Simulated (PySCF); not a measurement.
CH₈GaN, singlet at its PBE0/def2-SVP optimised geometry (Å):

```
11

Ga    -0.1567    -1.2891     0.0000
H      1.4318    -1.2891     0.0000
H     -0.8851    -1.5975    -1.3777
C     -1.0944    -1.7764     1.6858
H     -1.0385    -2.8669     1.8384
H     -2.1644    -1.5120     1.6651
H     -0.6388    -1.3068     2.5730
N     -0.4423     0.8553     0.0000
H     -1.4318     1.1015    -0.0113
H     -0.0105     1.2735    -0.8236
H     -0.0235     1.2891     0.8224
```

Computed with PBE0/def2-TZVP run with PySCF. Cells within 0.4 Å of a nucleus heavier than hydrogen are left out (blank, or x).

Map of the Laplacian of the electron density (e/bohr⁵), clipped to [-1.50, 1.50] on the plane z = 0.0 Å:

```
|5555555555555555555555555555555|
|5555555555555555555555555555555|
|5555555555555555555555555555555|
|5555555555555555555555555555555|
|5555555555555555555555555555555|
|5555555555555555555555555555555|
|5555555555555555555555555555555|
|5555555555555555555555555555555|
|5555555555555665555555555555555|
|5555555554455556555555555555555|
|5555555520021xx5655555555555555|
|555555554010xxx4655555555555555|
|555555555542xxx3655555555555555|
|5555555555551x04555555555555555|
|5555555555555445555555555555555|
|5555555555555555555555555555555|
|5555555555555555555555555555555|
|5555555555555677655555555555555|
|5555555555558999975555555555555|
|55555555555799xx995444455555555|
|5555555555589xxx996420255555555|
|5555555555589xxx996420255555555|
|55555555555799xx995444455555555|
|5555555555558999975555555555555|
|5555555555555687655555555555555|
|5555555555555555555555555555555|
|5555555555555555555555555555555|
|5555555555555555555555555555555|
|5555555555555555555555555555555|
|5555555555555555555555555555555|
|5555555555555555555555555555555|
```
Scale: ten equal steps from -1.50 (start of '0') to 1.50 (end of '9'), in the order '0123456789'; x runs from -3.50 to 3.50, y from -3.50 (bottom) to 3.50 (top).
